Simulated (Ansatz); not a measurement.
`[SiH3]O[SiH](Br)O[SiH3]` + `CC[SiH2][SeH]` → `[SiH3]C[SiH2][SeH]` + `CO[SiH](Br)O[SiH3]`  (redistribution)

Calculated with Ansatz (gas phase, PBE0-D4/def2-TZVP geometries, no zero-point term in ΔE). CCSD(T)/CBS adds triple-zeta CCSD(T) − MP2 to the extrapolated MP2 energy (def2 sets, frozen cores). For Br, Se outer-core shells are correlated without core-valence functions, which leaves a few kJ/mol of doubt a bond. Scalar relativity is left out up to krypton. Each species was taken in one conformer, which may not be the lowest.

```json
{"species": "`[SiH3]O[SiH](Br)O[SiH3]`", "CCSD/def2-TZVPP energy (Eh)": "-3594.53960"}
{"species": "`CC[SiH2][SeH]`", "CCSD/def2-TZVPP energy (Eh)": "-2770.05441"}
{"species": "`[SiH3]C[SiH2][SeH]`", "CCSD/def2-TZVPP energy (Eh)": "-3021.07523"}
{"species": "`CO[SiH](Br)O[SiH3]`", "CCSD/def2-TZVPP energy (Eh)": "-3343.46225"}
```

**Question.** Work out ΔE.

**Answer.** ΔE = (-3021.07523) + (-3343.46225) − (-3594.53960) − (-2770.05441) = 0.05653 Eh = +1.54 eV. CCSD(T)/CBS gives +1.53 eV.

Largest T1 diagnostic among the species: 0.010.

In def2-TZVPP, CCSD(T) changes the Hartree–Fock value by −0.13 eV (the triples alone add −0.03 eV) and MP2 by −0.08 eV. From PBE to PBE0 (25 % exact exchange), in def2-TZVPP and without D4, ΔE moves by +0.06 eV.
